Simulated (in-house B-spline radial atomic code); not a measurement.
What moves the levels of neutral rubidium ([Kr] 5s1)? Computed with an all-electron radial atomic-structure program (B-spline basis): Dirac-Hartree-Fock, average of configuration, Fermi nucleus of rms radius 4.2036 fm.

Baseline run (computed): total energy -2979.8055 hartree, 1s1/2 at -562.1328 hartree, 5s1/2 at -3.8108 eV with <r> = 5.545 bohr.

Scaling the speed of light c (a factor of 100 is close to the non-relativistic limit):

```csv
c/c0,ΔE (hartree),5s1/2 level (eV),5s1/2 <r> (bohr)
0.95,-4.6627,-3.81765,5.535
0.98,-1.7752,-3.8134,5.541
1.02,1.6668,-3.80835,5.549
1.5,23.402,-3.77698,5.594
100,41.461,-3.75154,5.632
```

Changing the nucleus:

```tsv
nucleus	ΔE (eV)
Gaussian nucleus of rms radius 4.2036 fm	-0.00131
uniform spherical nucleus of rms radius 4.2036 fm	0.000662
Gaussian nucleus of rms radius 0.01 fm	-0.746
Fermi nucleus of rms radius 4.1195 fm	-0.0284
Fermi nucleus of rms radius 4.2877 fm	0.029
```

A larger nucleus binds the electrons less, roughly as the density at the nucleus times the change of the nuclear <r²>. At equal rms radius the shape enters only through higher moments. A radius of 0.01 fm is nearly a point.

Question: The nuclear charge is raised by 0.1. What does the Hellmann-Feynman theorem predict for the energy, and what is found?

Answer: dE/dZ ≈ -Σ<1/r>, which is -194.537 at the start and -195.251 at the end; their mean times 0.1 is -19.489 hartree, and the two runs differ by -19.489 hartree.
